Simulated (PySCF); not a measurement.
Löwdin shares of the frontier orbitals

Compound: C₇H₁₂O₃.
SMILES with atom numbers: `[CH3:1][CH:2]([CH3:3])[O:4][C@H:5]1[CH2:6][C:7](=[O:8])[CH2:9][O:10]1` (hydrogens: H11, H12, H13 on C1; H14 on C2; H15, H16, H17 on C3; H18 on C5; H19, H20 on C6; H21, H22 on C9)

Structure used (PBE0-D3(BJ)/def2-SVP), in Å, numbered top down from 1:
```
atom  x, y, z in Å
C1    -1.854    0.389    1.000
C2    -1.392   -0.581   -0.074
C3    -2.363   -0.675   -1.233
O4    -0.137   -0.185   -0.616
C5     0.993   -0.690    0.003
C6     2.196   -0.258   -0.817
C7     2.541    1.082   -0.197
O8     3.241    1.944   -0.650
C9     1.813    1.123    1.139
O10    1.213   -0.139    1.287
H11   -1.138    0.414    1.833
H12   -1.941    1.402    0.578
H13   -2.839    0.093    1.392
H14   -1.271   -1.586    0.379
H15   -2.005   -1.394   -1.984
H16   -3.357   -0.994   -0.887
H17   -2.465    0.307   -1.721
H18    0.901   -1.780    0.160
H19    1.991   -0.173   -1.891
H20    3.045   -0.944   -0.663
H21    2.515    1.306    1.968
H22    1.075    1.947    1.123
```

Computed with TDDFT CAM-B3LYP/def2-SVPD, vertical, gas phase, core orbitals frozen in the response (PySCF).

Kohn–Sham orbitals with the atoms that hold most of them (Löwdin shares over 4%, at most four atoms; ? is withheld):

```tsv
orbital	ε (eV)	atoms
LUMO+2	1.66	C3 14%, H16 9%, C7 8%, C9 6%
LUMO+1	1.16	C3 8%, C1 8%, O10 8%, C9 7%
LUMO	0.34	?
HOMO	?	?
HOMO-1	-9.52	O4 39%, O10 27%, C1 6%, C2 6%
HOMO-2	-10.00	O4 28%, O10 25%, C9 7%, C2 7%
HOMO-3	-10.94	O4 24%, C2 15%, O10 14%, H14 8%
```

Q: Which atoms hold the HOMO, and with what shares?

A: O8 (bonded to C) 50%; C7 (bonded to 2 C and O) 12%; C6 (bonded to 2 C and 2 H) 12%; C9 (bonded to C, O and 2 H) 10%. By element: oxygen 50% or more, carbon 34% or more.

Q: Give the leading atoms of the LUMO.

A: C7 (bonded to 2 C and O) 36%; O8 (bonded to C) 29%; C6 (bonded to 2 C and 2 H) 9%; C9 (bonded to C, O and 2 H) 8%. By element: carbon 52% or more, oxygen 29% or more.

Q: What is the HOMO energy, and the HOMO–LUMO gap?

A: ε(HOMO) = -8.80 eV; the gap is 9.14 eV (0.3358 hartree).

Q: How does S1 compare with the orbital gap of 9.14 eV?

A: S1 is at 4.34 eV (f = 0.0001), 4.80 eV below the gap, made of HOMO→LUMO (93%). Without the coupling terms of the response equations the lowest excitation would equal the gap.

Q: One configuration dominates each of S1 and S2. Which, and how do the shares of the two leading atoms of either orbital change from the occupied to the empty one?

A: 
- S1 (4.34 eV, f 0.0001), HOMO→LUMO (93%): O8 50% → 29%, C7 12% → 36%; low, almost dark, from the terminal oxygen into the C=O bond, the pattern of n→π*
- S2 (6.73 eV, f 0.014), HOMO-1→LUMO (72%): O4 39% → at most 8%, O10 27% → at most 8%, C7 at most 6% → 36%, O8 at most 6% → 29%

One conformer stands for the species.
